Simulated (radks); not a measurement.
Problem. Isoelectronic series with 5 electrons, each ion in its NIST ground configuration. Method: Dirac Kohn-Sham, BLYP, spin-unpolarised, spherical densities, finite nucleus; open shells fill j = l - 1/2 first; Fermi nuclear charge, rms radius of each element as measured or else 0.836 A^(1/3) + 0.57 fm; computed with a radial shooting solver on a logarithmic mesh with Libxc functionals. Total energies (hartree) and orbital eigenvalues (eV) (* marks an orbital that is empty in some or all of the ions):

ion    configuration  E (hartree)     2p3/2*      2p1/2      2s1/2      1s1/2
B       [He] 2s2 2p1    -24.64478    -3.5346    -3.5380    -9.3003  -181.0528
C+      [He] 2s2 2p1    -37.41995   -16.9868   -16.9988   -25.6314  -288.9852
N2+     [He] 2s2 2p1    -52.95913   -37.5427   -37.5729   -49.0527  -424.5708
O3+     [He] 2s2 2p1    -71.26107   -65.0250   -65.0884   -79.4014  -587.6094
F4+     [He] 2s2 2p1    -92.32750   -99.3765   -99.4944  -116.6329  -778.0530
Ne5+    [He] 2s2 2p1   -116.16147  -140.5716  -140.7725  -160.7331  -995.8981
Al8+    [He] 2s2 2p1   -204.31002  -305.1129  -305.8259  -334.2598  -1814.072
Si9+    [He] 2s2 2p1   -239.25852  -373.5981  -374.6055  -405.8726  -2141.801
P10+    [He] 2s2 2p1   -276.99960  -448.9005  -450.2850  -484.3922  -2497.113
S11+    [He] 2s2 2p1   -317.53986  -531.0207  -532.8792  -569.8348  -2880.063
Cl12+   [He] 2s2 2p1   -360.88647  -619.9601  -622.4051  -662.2182  -3290.715
Ar13+   [He] 2s2 2p1   -407.04710  -715.7205  -718.8812  -761.5622  -3729.136

Estimate the row of Mg7+ ([He] 2s2 2p1).

Solution. E (hartree) -172.14797; 2p3/2* -243.4452; 2p1/2 -243.9335; 2s1/2 -269.5397; 1s1/2 -1513.874.
